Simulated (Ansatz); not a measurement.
Cost and result for the atomization energy of `[SiH3][O][In]([SH])[O][SiH3]` (13 atoms, 12 bonds).

Z-matrix (Å, degrees):
```
Si
O 1 1.633
H 1 1.492 2 111.3
H 1 1.489 2 111.0 3 120.4
H 1 1.487 2 108.9 3 -119.7
In 2 1.963 1 136.8 3 -32.1
O 6 1.968 2 115.6 1 -7.1
S 6 2.343 2 123.1 1 172.9
Si 7 1.632 6 136.9 2 -6.7
H 8 1.345 6 91.8 2 179.7
H 9 1.487 7 108.9 6 -151.8
H 9 1.489 7 111.1 6 88.3
H 9 1.492 7 111.3 6 -32.1
```

Charge 0, multiplicity 1. Correlated methods include outer-core shells of In, which these sets cover unevenly. In takes the def2 core potential. The geometry is a stationary point of PBE0-D4/def2-TZVP. It is one conformer, not always the lowest. Program: Ansatz. All runs use 2 threads of an AMD EPYC 7R13 on a shared host and a share of an NVIDIA H100 80 GB. Times are those of one run each, without the atoms' runs, and a repeat can differ threefold. Electronic energies, without spin–orbit coupling; frozen cores. CCSD(T)/CBS adds CCSD(T) − MP2 in def2-TZVPP to the MP2 limit, and its time is that of the two runs behind it. T1 = 0.015. With those shells the extrapolation isn't a true limit. B3LYP takes the VWN-RPA correlation (the form of Gaussian; ORCA's B3LYP/G).

CCSD(T)/CBS is a level of theory with its own doubt, some kJ/mol a heavy atom from the limit and from the frozen cores, so smaller differences don't rank the functionals.

```json
{"level": "PBE-D4/def2-TZVPP (with forces)", "functions": "336", "wall time": "8.5 s", "atomization (kJ/mol)": "4095.7", "difference from CCSD(T)/CBS": "-68.4", "per bond": "-5.7"}
{"level": "B2PLYP/def2-TZVPP", "functions": "336", "wall time": "9 s", "atomization (kJ/mol)": "4053.6", "difference from CCSD(T)/CBS": "-110.5", "per bond": "-9.2"}
{"level": "MP2/def2-QZVPP", "functions": "616", "wall time": "9 s", "atomization (kJ/mol)": "4160.8", "difference from CCSD(T)/CBS": "-3.3", "per bond": "-0.3"}
{"level": "PBE0-D4/def2-TZVPP", "functions": "336", "wall time": "9.5 s", "atomization (kJ/mol)": "4041.0", "difference from CCSD(T)/CBS": "-123.1", "per bond": "-10.3"}
{"level": "B3LYP-D4/def2-TZVPP (with forces)", "functions": "336", "wall time": "9.5 s", "atomization (kJ/mol)": "4084.2", "difference from CCSD(T)/CBS": "-79.9", "per bond": "-6.7"}
{"level": "r2SCAN-D4/def2-TZVPP (with forces)", "functions": "336", "wall time": "11 s", "atomization (kJ/mol)": "4122.1", "difference from CCSD(T)/CBS": "-42.0", "per bond": "-3.5"}
{"level": "ωB97X-V/def2-TZVPP", "functions": "336", "wall time": "14 s", "atomization (kJ/mol)": "4161.4", "difference from CCSD(T)/CBS": "-2.7", "per bond": "-0.2"}
{"level": "ωB97M-V/def2-TZVPP (with forces)", "functions": "336", "wall time": "14 s", "atomization (kJ/mol)": "4134.6", "difference from CCSD(T)/CBS": "-29.5", "per bond": "-2.5"}
{"level": "CCSD(T)/def2-TZVPP", "functions": "336", "wall time": "19 s", "atomization (kJ/mol)": "4027.0", "difference from CCSD(T)/CBS": "-137.1", "per bond": "-11.4"}
{"level": "CCSD(T)/CBS(def2)", "functions": "–", "wall time": "28 s", "atomization (kJ/mol)": "4164.1", "difference from CCSD(T)/CBS": "0.0", "per bond": "0.0"}
```

The D4 term adds +55.8 kJ/mol with B3LYP and +30.2 kJ/mol with PBE0; it sums over pairs of atoms, weighted by their polarisabilities, and B3LYP, whose exchange is more repulsive, gets the larger term. In def2-TZVPP, CCSD(T) changes the Hartree–Fock value by +1056.0 kJ/mol (the triples alone add +62.9 kJ/mol) and MP2 by +1106.4 kJ/mol; breaking electron pairs costs correlation energy, which Hartree–Fock lacks. From PBE to PBE0 (25 % exact exchange), in def2-TZVPP and without D4, the atomization energy moves by −50.4 kJ/mol: exact exchange takes away binding that semilocal exchange gives to molecules.

Spin–orbit coupling would lower the free In atoms strongly, and the atomization energy with them, by more than many differences here.
